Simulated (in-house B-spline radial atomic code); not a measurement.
A fraction x of an electron is removed from 4d in Sn VI (Sn5+), starting from [Kr] 4d9 and keeping the highest spin. Computed with a radial B-spline atomic code at the basis-set limit: scalar-relativistic (X2C) SCAN, spin-polarised, spherical fractional occupations, Fermi nucleus of rms radius 4.6519 fm.

```json
{"x": "0", "E(x) - E(0) (eV)": "0.0000", "4d down level (eV)": "-86.426"}
{"x": "0.04", "E(x) - E(0) (eV)": "3.4720", "4d down level (eV)": "-87.176"}
{"x": "0.17", "E(x) - E(0) (eV)": "14.9636", "4d down level (eV)": "-89.620"}
{"x": "0.28", "E(x) - E(0) (eV)": "24.9361", "4d down level (eV)": "-91.700"}
{"x": "0.49", "E(x) - E(0) (eV)": "44.6123", "4d down level (eV)": "-95.698"}
{"x": "0.5", "E(x) - E(0) (eV)": "45.5702", "4d down level (eV)": "-95.890"}
{"x": "0.54", "E(x) - E(0) (eV)": "49.4212", "4d down level (eV)": "-96.656"}
{"x": "0.73", "E(x) - E(0) (eV)": "68.1326", "4d down level (eV)": "-100.312"}
{"x": "0.83", "E(x) - E(0) (eV)": "78.2606", "4d down level (eV)": "-102.248"}
{"x": "1", "E(x) - E(0) (eV)": "95.9237", "4d down level (eV)": "-105.557"}
```

The exact functional would give a straight line between the two integer points. Deviations E(x) - E(0) - x[E(1) - E(0)], in eV: -0.365 at x = 0.04, -1.343 at x = 0.17, -1.923 at x = 0.28, -2.39 at x = 0.49, -2.392 at x = 0.5, -2.378 at x = 0.54, -1.892 at x = 0.73, -1.356 at x = 0.83.

The curve lies below the straight line by up to 2.392 eV (at x = 0.5): convex, the delocalisation error that favours fractional charges.

Q: How well does Slater's transition state (minus the level at half occupation) give the ionisation energy?

A: It gives 95.890 eV against 95.924 eV from the two total energies; NIST lists 94.00 eV, ground level to ground level.
